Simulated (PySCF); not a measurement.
First SCF of a structure search on quartet Ta(OH)₂, at a hand-made PBE0 minimum (heavy-atom frame) geometry. PySCF input:

```python
from pyscf import gto, scf, dft
mol = gto.M(atom='''
Ta     0.000000     0.000000     0.000000
O      1.890270    -0.000000     0.000000
O     -1.890270     0.000000     0.000000
H      2.841560     0.000000     0.000000
H     -2.841560    -0.000000     0.000000''',
    basis={'Ta': 'def2-TZVP', 'O': 'def2-TZVP', 'H': 'def2-TZVP'},
    ecp={'Ta': 'def2-TZVP'},
    charge=0, spin=3)
mf = dft.UKS(mol, xc='PBE0')
mf.grids.atom_grid = (50, 194)
aux = {'Ta': 'def2-universal-JKFIT', 'O': 'def2-universal-JKFIT', 'H': 'def2-universal-JKFIT'}
mf = mf.density_fit(auxbasis=aux)
mf.conv_tol = 1e-08
mf.diis_space = 10
mf.max_cycle = 60
mf.init_guess = 'minao'
mf.verbose = 4
mf.kernel()
```

Excerpt of the output (cycles alone):

```
init E= -189.23708467824
cycle= 1 E= -208.360455261134  delta_E= -19.1  |g|= 0.752  |ddm|= 5.67
cycle= 2 E= -208.202762159682  delta_E= 0.158  |g|= 1.01  |ddm|= 1.39
cycle= 3 E= -208.57945002522  delta_E= -0.377  |g|= 0.163  |ddm|= 0.69
cycle= 4 E= -208.589859532442  delta_E= -0.0104  |g|= 0.0485  |ddm|= 0.179
cycle= 5 E= -208.591041160397  delta_E= -0.00118  |g|= 0.00284  |ddm|= 0.0496
cycle= 6 E= -208.59105188902  delta_E= -1.07e-05  |g|= 0.00117  |ddm|= 0.00521
cycle= 7 E= -208.591054188109  delta_E= -2.3e-06  |g|= 0.00034  |ddm|= 0.00204
cycle= 8 E= -208.591054404233  delta_E= -2.16e-07  |g|= 4.46e-05  |ddm|= 0.000752
cycle= 9 E= -208.591054406025  delta_E= -1.79e-09  |g|= 9.85e-06  |ddm|= 0.000107
Extra cycle  E= -208.591054406085  delta_E= -6.03e-11  |g|= 9.82e-06  |ddm|= 1.77e-05
converged SCF energy = -208.591054406085  <S^2> = 3.7603761  2S+1 = 4.0051847
```

No lower solution of this spin was found from smeared starts or by a stability analysis within the unrestricted form.

Open d and f shells are described by one determinant, and the ground state may have another occupation or spin. Spin–orbit coupling, left out here, can matter for elements this heavy.

The search for the lowest solution, 3 starts and the stability check together, took 6.9 s on 4 threads of a shared AMD EPYC 9R45 96-Core (Zen 5) host, with 114 basis functions; the process peaked at 0.58 GiB.
